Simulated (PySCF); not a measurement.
## Where the electron goes

Compound: InH2Cl.
Z-matrix (Å and degrees, PBE0-D3(BJ)/def2-SVP geometry), rows numbered from 1:
```
In
H   1  1.7152
H   1  1.7155  2  134.05
Cl  1  2.3682  2  112.80  3  -179.96
```

Level of theory: PySCF, TDDFT B3LYP/def2-SVPD, vertical, gas phase, core orbitals frozen in the response, def2 core potentials past Kr. Spin–orbit coupling is left out.

Kohn–Sham orbitals with the atoms that hold most of them (Löwdin shares over 4%, at most four atoms; ? is withheld):

```csv
orbital,ε (eV),atoms
HOMO-3,-9.24,"In1 32%, Cl4 26%, H3 21%, H2 20%"
HOMO-2,-9.09,"Cl4 61%, In1 24%, H2 8%, H3 7%"
HOMO-1,-8.50,"Cl4 92%, In1 7%"
HOMO,-8.03,?
LUMO,?,?
LUMO+1,-1.23,"In1 41%, H3 20%, H2 20%, Cl4 20%"
LUMO+2,-0.17,"In1 61%, H3 14%, H2 14%, Cl4 10%"
```

Problem. Which atoms hold the HOMO, and with what shares?

Solution. Cl4 (bonded to In) 70%; In1 (bonded to Cl and 2 H) 13%; H2 (bonded to In) 8%; H3 (bonded to In) 8%. By element: chlorine 70%, hydrogen 16%, indium 13%.

Problem. Give the leading atoms of the LUMO.

Solution. In1 (bonded to Cl and 2 H) 71%; Cl4 (bonded to In) 12%; H3 (bonded to In) 9%; H2 (bonded to In) 9%. By element: indium 71%, hydrogen 17%, chlorine 12%.

Problem. What is the LUMO energy, and the HOMO–LUMO gap?

Solution. ε(LUMO) = -2.35 eV; the gap is 5.67 eV (0.2085 hartree).

Problem. How does S1 compare with the orbital gap of 5.67 eV?

Solution. S1 is at 4.63 eV (f = 0.0000), 1.04 eV below the gap, made of HOMO→LUMO (100%). 

Problem. Give energy, strength and leading configuration of S1, S2, S3, S5 and S6, and follow the Löwdin shares of the leading atoms from the occupied to the empty orbital.

Solution. 
- S1 (4.63 eV, f 0.0000), HOMO→LUMO (100%): Cl4 70% → 12%, In1 13% → 71%
- S2 (5.41 eV, f 0.024), HOMO-1→LUMO (95%): Cl4 92% → 12%, In1 7% → 71%
- S3 (5.72 eV, f 0.0098), HOMO-2→LUMO (100%): Cl4 61% → 12%, In1 24% → 71%
- S5 (5.90 eV, f 0.049), HOMO→LUMO+1 (91%): Cl4 70% → 20%, In1 13% → 41%, H3 8% → 20%
- S6 (6.21 eV, f 0.021), HOMO-1→LUMO+1 (99%): Cl4 92% → 20%, In1 7% → 41%, H3 at most 1% → 20%

Löwdin shares depend on the basis, the more so with diffuse functions.
